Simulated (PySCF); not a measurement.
**Broadened absorption spectrum of CH7PSSi**

Species: CH7PSSi.
Z-matrix (Å and degrees, GFN2-xTB geometry), rows numbered from 1:
```
C 
S   1  1.8185
Si  2  2.1406  1   99.27
P   3  2.2292  2  108.13  1  -173.62
H   1  1.0846  2  109.81  3   -60.32
H   1  1.0846  2  109.57  3    61.17
H   1  1.0846  2  106.71  3  -179.63
H   3  1.4644  2  108.04  1   -56.01
H   3  1.4681  2  107.34  1    60.51
H   4  1.3827  3   92.91  2  -168.28
H   4  1.3826  3   95.70  2   -75.17
```

The calculation used TDDFT CAM-B3LYP/def2-SVPD, vertical, gas phase, core orbitals frozen in the response in PySCF.

Computed states:

```
state  E (eV)       f
   S1    5.55  0.0020
   S2    5.99   0.011
   S3    6.49  0.0018
   S4    6.59  0.0080
   S5    6.67  0.0036
   S6    6.78   0.042
   S7    7.15   0.253
   S8    7.21   0.026
```

Broadening: Gaussians 0.4 eV wide at half height, area fixed by f = 4.319×10⁻⁹ ∫ε dν̃. The cross-section is σ = 3.8235×10⁻²¹ ε cm², given in Mb (10⁻¹⁸ cm²). The width is an assumption, not a result. The curve ends short of the highest state used, and states not computed would add to its high-energy end.

Task: Give the broadened spectrum and its maxima.

Result: 
```json
{"λ (nm)": "187.6", "σ (Mb)": "10.25"}
{"λ (nm)": "190.4", "σ (Mb)": "6.13"}
{"λ (nm)": "193.1", "σ (Mb)": "3.30"}
{"λ (nm)": "195.8", "σ (Mb)": "1.82"}
{"λ (nm)": "198.6", "σ (Mb)": "1.50"}
{"λ (nm)": "201.3", "σ (Mb)": "1.95"}
{"λ (nm)": "204.0", "σ (Mb)": "2.58"}
{"λ (nm)": "206.7", "σ (Mb)": "2.89"}
{"λ (nm)": "209.5", "σ (Mb)": "2.66"}
{"λ (nm)": "212.2", "σ (Mb)": "2.07"}
{"λ (nm)": "214.9", "σ (Mb)": "1.44"}
{"λ (nm)": "217.6", "σ (Mb)": "0.99"}
{"λ (nm)": "220.4", "σ (Mb)": "0.74"}
{"λ (nm)": "223.1", "σ (Mb)": "0.62"}
{"λ (nm)": "225.8", "σ (Mb)": "0.52"}
{"λ (nm)": "228.6", "σ (Mb)": "0.39"}
{"λ (nm)": "231.3", "σ (Mb)": "0.27"}
{"λ (nm)": "234.0", "σ (Mb)": "0.17"}
{"λ (nm)": "236.7", "σ (Mb)": "0.09"}
{"λ (nm)": "239.5", "σ (Mb)": "0.04"}
{"λ (nm)": "242.2", "σ (Mb)": "0.02"}
{"λ (nm)": "244.9", "σ (Mb)": "0.01"}
{"λ (nm)": "247.6", "σ (Mb)": "0.00"}
{"λ (nm)": "250.4", "σ (Mb)": "0.00"}
```

Maxima: 207 nm (5.99 eV), ε about 760, made up of S2 (99%) (ε in L mol⁻¹ cm⁻¹; maxima over ε = 5, shares over 10%). At its high-energy end, 6.61 eV, the curve is still rising (ε about 2700, from S4 and S6).

Task: What would ε be at 5.99 eV, the highest of these maxima, with half the width (0.2 eV)?

Result: About 1500 L mol⁻¹ cm⁻¹ against 757, a factor of about 1.98; a lone state at its own centre would give exactly 2.

Task: Coming from long wavelengths, where does ε first pass 100 L mol⁻¹ cm⁻¹?

Result: At about 229 nm (5.42 eV), 0.13 eV below S1.

Task: On this curve, what absorbance would a 10⁻⁴ mol/L sample give at 193 nm over a 1 cm path?

Result: 193 nm is 6.424 eV, where ε is about 880 L mol⁻¹ cm⁻¹, so A = ε c l ≈ 0.088 (Beer–Lambert, with the gas-phase spectrum and the assumed width).

One conformer stands for the species.
